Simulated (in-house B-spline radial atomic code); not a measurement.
Al2+ is squeezed into an impenetrable sphere of radius R (the orbitals vanish at R). Level of theory: scalar-relativistic (X2C) Hartree-Fock, spin-polarised, averaged over the determinants with the given up and down occupations, Fermi nucleus of rms radius 3.061 fm; calculated with an all-electron radial atomic-structure program (B-spline basis).

Energies in eV above the free ion in [Ne] 3s1:

```tsv
R (bohr)	highest level (eV)	[Ne] 3s1	[Ne] 3p1	[He] 2s2 2p5 3s1 3d1
7.03	-28.1	0.003486	6.589	87.99
6.34	-28.1	0.0154	6.642	88.13
5.48	-28	0.08923	6.868	88.57
4.11	-27	1.146	8.859	91.62
3.56	-25.2	2.972	11.57	95.64
3.19	-22.6	5.596	15.05	100.8
2.67	-14.5	13.81	24.85	115.6
2.16	6.47	35.9	48.37	151.1
1.95	24	55.51	67.89	180
1.59	83.4	129.4	137.7	279.8
```

Does [Ne] 3p1 fall below [Ne] 3s1 under compression?

No, it stays above over the whole range.

Does [He] 2s2 2p5 3s1 3d1 fall below [Ne] 3s1 under compression?

No, it stays above over the whole range.

The highest level is first positive in the row R = 2.16 bohr, pushed up by confinement above the zero of the free ion's potential. Each configuration is held fixed and needn't be the lowest in the sphere.
